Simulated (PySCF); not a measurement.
**Polarisability and C₆ of Ge (germanium, neutral)**

[Ar] 3d10 4s2 4p2, high-spin 3P determinant. Calculation: PySCF 2.14, in aug-cc-pwCVDZ-PP with ECP10MDF (6s5p4d1f, 48 functions); scalar relativity through the core potential. Coupled (time-dependent) response in atomic units; α is the mean over directions. A double-zeta set is small for polarisabilities.

```
   method  mean α (bohr³)         α xx, yy, zz  C₆ (like pair)  S(−4)
      UHF           40.16  32.31, 44.08, 44.08           355.7  587.7
      PBE           43.87  33.00, 49.31, 49.31           387.4  851.4
     PBE0           41.91  32.43, 46.65, 46.65           368.7  717.4
BHandHLYP           40.39  31.64, 44.77, 44.77           351.5  648.2
  r2SCAN0           40.65  31.95, 44.99, 44.99           365.2  609.5
```

S(−4) is the Cauchy moment in α(ω) = α(0) + S(−4) ω² + …

Reference α: 40 ± 1 bohr³ (recommended; Schwerdtfeger and Nagle, table of static dipole polarizabilities (2023 update)). Published C₆: 354.0 (Chu and Dalgarno (2004); Tang, Norbeck and Certain (1976)).

Spin-orbit coupling is absent.

α(iu) at PBE:

```
u (hartree)  α(iu) (bohr³)
          0          43.87
     0.0500          41.90
      0.100          37.29
      0.200          27.22
      0.300          19.58
      0.500          10.87
      0.750          6.113
       1.00          3.934
       1.50          2.098
       2.00          1.364
       3.00         0.7746
       5.00         0.3946
```

A single London oscillator, α(iu) = α/(1 + u²/ω²), gives C₆ = (3/4) ω α². Matching the computed C₆ needs ω = 4 × 387.4 / (3 × 43.87²) = 0.268 hartree.

The components differ because the open shell of this determinant is not spherical; for a pure term their mean is the scalar polarisability.

Energies and moments cover only the electrons outside the core potential.
